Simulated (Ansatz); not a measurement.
Basis-set series for ClGaH5NSi2 (`N[SiH]1[SiH2][Ga]1[Cl]`). The species carries charge 0 and has multiplicity 1. The structure was optimised at the PBE0-D4/def2-TZVP level. It is one conformer, not always the lowest.

| functional | basis | functions | energy (Eh) | HOMO (eV) | LUMO (eV) |
| --- | --- | --- | --- | --- | --- |
| PBE0-D4 | def2-SVP | 125 | -3020.52940 | -6.04 | -1.67 |
| PBE0-D4 | def2-TZVPP | 275 | -3021.20879 | -6.13 | -1.81 |
| ωB97M-V | def2-SVP | 125 | -3021.02948 | -7.85 | 0.15 |
| ωB97M-V | def2-TZVPP | 275 | -3021.70887 | -7.98 | -0.03 |

(1) Give the rows for def2-QZVPP. (Estimate.)

## Answers

(1) Ansatz gave: 
| functional | basis | functions | energy (Eh) | HOMO (eV) | LUMO (eV) |
| --- | --- | --- | --- | --- | --- |
| PBE0-D4 | def2-QZVPP | 506 | -3021.28776 | -6.16 | -1.85 |
| ωB97M-V | def2-QZVPP | 506 | -3021.78477 | -8.02 | -0.11 |

Scalar relativity is left out up to krypton.
